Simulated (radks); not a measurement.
Values are calculated unless marked as measured or tabulated.
Code: a radial shooting solver on a logarithmic mesh with Libxc functionals. Model: non-relativistic Kohn-Sham, LB94 model potential, spin-polarised, spherical densities, point nucleus; open shells are filled with parallel spins first. Response by self-consistent Sternheimer equations with the Hartree and adiabatic LDA kernel. For heavy and open-shell atoms this level of theory can miss by tens of per cent. Estimate the static dipole polarisabilities of Zn2+ ([Ar] 3d10) and Ni ([Ar] 3d8 4s2) and the C6 coefficients of the three pairs.

Answer. alpha = 2.484 and 36.78 bohr^3; C6 = 6.599 (Zn2+-Zn2+), 31.88 (Zn2+-Ni), 261.6 (Ni-Ni) hartree bohr^6.
